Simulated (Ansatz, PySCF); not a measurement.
C2H8AlClN2 (SMILES C[NH][Al]([Cl])[NH]C), singlet, at a GFN2-xTB geometry (such geometries of metal compounds can be far from the true shape), atoms displaced at random by about 0.03 Å a coordinate. Base run: PBE0/STO-3G, gradient in PySCF.

Input for PySCF:
```python
from pyscf import gto, scf, dft

mol = gto.Mole()
mol.atom = '''
    Al    0.09359481    0.07272663    0.11423141
    Cl    0.56915735    1.82408134    1.00331455
    N    -1.06074495   -0.05120300   -1.25136857
    C    -1.82226564    0.86239989   -1.98880357
    H    -1.22690454   -1.06702014   -1.59980196
    H    -2.85186415    0.68526156   -1.87486969
    H    -1.56476722    0.91110837   -3.00580317
    H    -1.56515678    1.92279126   -1.47454573
    N     0.92967112   -1.43223214    0.74726983
    C     0.86745536   -2.86357580    0.41204326
    H     1.56268021   -1.34365930    1.51350929
    H     0.44176352   -3.50508442    1.19403434
    H     1.70167142   -3.27982317    0.01957616
    H     0.13873730   -2.86675919   -0.46499883
'''
mol.basis = 'sto-3g'
mol.verbose = 4
mol.build()

mf = dft.RKS(mol)
mf.xc = 'pbe0'
mf.kernel()
g = mf.nuc_grad_method()
grad = g.kernel()
```

Programs used: Ansatz (a quantum-chemistry and plane-wave program), PySCF; a row that names a program was run with it.

The coordinate followed is x of atom 8.

The base run was repeated with changes; each row names its change, and settings that it needs were set with it.

| change | dE/dx (Eh/bohr) | net force (Eh/bohr) |
|---|---|---|
| base | 0.022028 | 0.000073 |
| code = ansatz | 0.022030 | 0.000000 |
| grids.level = 0; grid_response = off | 0.022127 | 0.007343 |
| finite difference step (bohr) = 1e-4; conv_tol = 1e-11 | 0.022027 | - |
| finite difference step (bohr) = 0.2; conv_tol = 1e-11 | 0.022090 | - |
| grids.level = 5; grid_response = off | 0.022028 | 0.000019 |
| grids.level = 5; grid_response = on | 0.022028 | 0.000000 |
| finite difference step (bohr) = 0.01; conv_tol = 1e-11 | 0.022027 | - |
| grids.level = 0; grid_response = on | 0.022604 | 0.000000 |
| density fitting = on; auxbasis_response = off | 0.022017 | 0.000743 |
| grids.level = 1; grid_response = on | 0.022025 | 0.000000 |
| conv_tol = 1e-6 | 0.022025 | 0.000073 |

The net force is zero for an exact gradient.
